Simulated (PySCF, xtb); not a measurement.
C2H4F, SMILES C[CH]F, multiplicity 2.

Harmonic wavenumbers (cm⁻¹) from xtb 6.7.1 with GFN2-xTB at its own minimum, in rising order: 107, 353, 443, 942, 996, 1128, 1162, 1290, 1388, 1443, 1457, 2869, 3007, 3049, 3116.

Question: What does PySCF with PBE-D3(BJ)/def2-TZVP give at its own minimum? (An estimate is asked for; the answer gives what the named calculation found.)

Answer: 186, 395, 507, 889, 976, 1105, 1154, 1312, 1363, 1402, 1427, 2890, 2984, 3050, 3107. Paired by order, the mean absolute difference is 31 cm⁻¹ and the zero-point energies are 32.5 and 32.5 kcal/mol.
